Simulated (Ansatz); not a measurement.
Relaxation of CH$_{7}$ClN$_{2}$OSi (13 atoms, charge 0, multiplicity 1), to a largest force component of 0.02 eV/Å in at most 40 steps.

The calculation used Ansatz 0.2.0, RKS revPBE/6-31G.

```xyz
13
Properties=species:S:1:pos:R:3
N 0.577 -1.710 -0.934
Si 0.340 -0.128 -0.300
N 1.021 -0.459 1.182
Cl 1.607 1.216 -1.276
C -1.406 0.509 -0.185
O -1.626 1.743 0.579
H 1.542 -1.805 -1.138
H 0.361 -2.298 -0.197
H 0.700 0.234 1.912
H 2.050 -0.257 1.149
H -2.037 -0.250 0.331
H -1.806 0.684 -1.151
H -1.302 2.489 0.044
```

Where does it end, and by what steps?

The run converged. Limits of this set-up: no polarisation functions. After 11 steps the energy has fallen by 1.984 eV; H7 moved furthest, 0.88 Å.

| step | energy less start (eV) | largest force component (eV/Å) | accepted |
| --- | --- | --- | --- |
| 0 | 0.0000 | 5.151 | yes |
| 1 | -1.3098 | 1.664 | yes |
| 2 | -1.6731 | 0.987 | yes |
| 3 | -1.8169 | 0.732 | yes |
| 4 | -1.9209 | 0.417 | yes |
| 5 | -1.9614 | 0.210 | yes |
| 6 | -1.9725 | 0.426 | yes |
| 7 | -1.9796 | 0.108 | yes |
| 8 | -1.9823 | 0.056 | yes |
| 9 | -1.9832 | 0.043 | yes |
| 10 | -1.9838 | 0.032 | yes |
| 11 | -1.9839 | 0.016 | yes |

```xyz
13
Properties=species:S:1:pos:R:3
N 0.803 -1.737 -0.914
Si 0.399 -0.180 -0.199
N 0.943 -0.141 1.467
Cl 1.374 1.305 -1.605
C -1.418 0.496 -0.165
O -1.448 1.796 0.547
H 1.075 -1.839 -1.887
H 0.829 -2.587 -0.357
H 0.472 0.478 2.125
H 1.858 -0.471 1.765
H -2.050 -0.177 0.435
H -1.849 0.565 -1.182
H -0.968 2.457 -0.016
```

Run time: 46 s on 1 thread of Arm Neoverse V2 (shared host), peak memory 0.19 GiB.
